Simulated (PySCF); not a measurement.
**AlBr, MP2: how much the basis matters**

PySCF, RHF reference; singlet, unpaired electrons none; De to Al + Br without counterpoise correction. Frozen cores follow the default of each basis and core potential.

```csv
basis,relativity,functions,Re (Å),ωe (cm⁻¹),De (eV),frozen orbitals
x2c-SVPall,spin-free X2C,50,2.299,395,4.53,14
def2-TZVPP,no relativity,90,2.311,381,4.75,14
def2-TZVPPD,no relativity,105,2.312,379,4.75,14
```

Task: How does each smaller set differ from the one with most functions, def2-TZVPPD?

Result: x2c-SVPall: -1.3 pm, +4.2 % in ωe, -0.22 eV in De; def2-TZVPP: -0.1 pm, +0.5 % in ωe, +0.00 eV in De. All at MP2; the set with most functions is neither the basis-set limit nor always the best. The rows treat relativity differently, so the differences are not basis effects alone.

Correlated steps freeze 14 core orbitals. Correlated levels converge slowly with the basis: in double zeta they bind strong bonds too weakly, by up to about 1 eV, and carry superposition errors of some tenths. Where the molecule has an RHF reference, its open-shell atoms are computed with UHF.
